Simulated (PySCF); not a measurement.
## Be: excitation energy

Be [He] 2s2 (1S) → Be [He] 2s1 2p1, s spin flipped, as a difference of total energies. Computed with PySCF 2.14 in aug-cc-pVQZ-DK (6s5p4d3f2g, 80 functions), with scalar relativity by spin-free X2C-1e. Correlated levels: valence: 1s2 frozen. The calculations carry no spin-orbit coupling.

```csv
method,excitation energy (eV)
UHF,3.478
MP2 (valence),3.638
SCS-MP2 (valence),3.670
```

Task: How much does correlation contribute at MP2 (valence)?

Result: 3.638 − (3.478) = 0.160 eV, measured against UHF.

The upper determinant mixes two multiplicities, so it lies between the two terms.

The coupled-cluster amplitudes are large for the upper state (T1 above 0.03 or a double amplitude above 0.15), so a single reference is strained.
